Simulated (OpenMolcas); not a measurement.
## Cr4+: moving or changing the point charges

Cr4+ among 6 point charges of -2.2 e arranged as a trigonal antiprism (D3d), 2.03 Å from the ion, with a polar angle of 61.9° against the regular 54.74°.

```yaml
Program: OpenMolcas
Method: "SS-CASPT2, IPEA 0.25 Eh, imaginary shift 0.1 Eh (closed shells correlated: 3s 3p)"
Basis: ANO-RCC-VDZP [5s4p2d1f]
Scalar_Hamiltonian: DKH2, point nucleus
Active_space: 2 electrons in 5 orbitals (3d)
State_averaging: 2S+1 = 3 even, 10 roots; 2S+1 = 1 even, 15 roots
Spin-orbit_coupling: state interaction with AMFI integrals over the reference wave functions
```

Runs around this geometry, states (labels of D3, the rotations of D3d). Energies in cm-1 above the lowest state or level, χT in cm3 K/mol.

| R (Å) | q (e) | Polar angle / regular | Ground state | First state of that spin | First gap with spin-orbit (degeneracies) | χT at 300 K | First state of another spin |
| --- | --- | --- | --- | --- | --- | --- | --- |
| 2.03 | -1.76 | 1.13 | 3E | 3A2 340 | 22 (1, 2) | 0.613 | 1E 13570 |
| 1.89 | -2.2 | 1.13 | 3E | 3A2 670 | 6 (1, 2) | 0.694 | 1A1 13690 |
| 2.03 | -2.2 | 1.13 | 3E | 3A2 460 | 26 (1, 2) | 0.642 | 1E 13830 |
| 2.2 | -2.2 | 1.13 | 3E | 3A2 390 | 28 (1, 2) | 0.612 | 1E 13500 |
| 2.03 | -2.2 | 1.22 | 3E | 3A2 460 | 170 (1, 2) | 0.609 | 1A1 13610 |

Taking the first state of the same spin as R^-n, n = -ln(390 / 670) / ln(2.2 / 1.89) = 3.6 between the shortest and longest distance.

Scaling the charges by -1.76 / -2.2 = 0.80 scales the first state of the same spin by 340 / 460 = 0.74; with fixed orbitals a first-order splitting would follow the charge.

Roots that are degenerate in the reference are averaged as groups; the widest CASPT2 spread within a group is 84 cm-1 (the 2-fold group of multiplicity 1 near 22300 cm-1 above the lowest state of its run, R = 2.03, q = -1.76, ratio = 1.13). Shifts and gaps below about the spread of the groups concerned are not significant. An orbital doublet at a regular site is open to a Jahn-Teller distortion, which this geometry leaves out. Free-ion shares, where given, are those of the reference states; single-state CASPT2 does not remix them. Spin-orbit coupling mixes the spin-free states strongly: the lowest level takes only 62 % from its leading state, 3E (figures for R = 2.03, q = -1.76, ratio = 1.13; the like holds for R = 2.03, q = -2.2, ratio = 1.13, R = 2.2, q = -2.2, ratio = 1.13). The ground term spreads over less than 5000 cm-1, several times less than with real ligands, so orbital moments are less quenched and χT lies further from the spin-only value than at real sites (holds for R = 2.2, q = -2.2, ratio = 1.13). Point charges carry no covalency, so the field is a model and not that of real ligands. No measured value stands beside these numbers.
